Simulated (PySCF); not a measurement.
C4H6O3, SMILES CC1(C=O)OCO1.

Coordinates come from a B3LYP-D3(BJ)/def2-SVP optimisation. This is a generated structure with no PubChem entry under its InChIKey; it may be hypothetical. Other conformers were not sampled.

The numbers are results of PBE/def2-TZVP in PySCF, not measurements.

Symmetry labels are those of the subgroup Cs that the program uses (full group Cs).

Computed valence orbital energies around the gap with their symmetry:
```tsv
orbital	symmetry	energy (eV)
HOMO−7	A"	-10.18
HOMO−6	A"	-9.95
HOMO−5	A'	-9.95
HOMO−4	A'	-9.54
HOMO−3	A"	-8.22
HOMO−2	A"	-7.62
HOMO−1	A'	-7.02
HOMO	A'	-5.74
LUMO	A"	-2.71
LUMO+1	A"	0.40
LUMO+2	A'	0.58
LUMO+3	A'	0.91
```
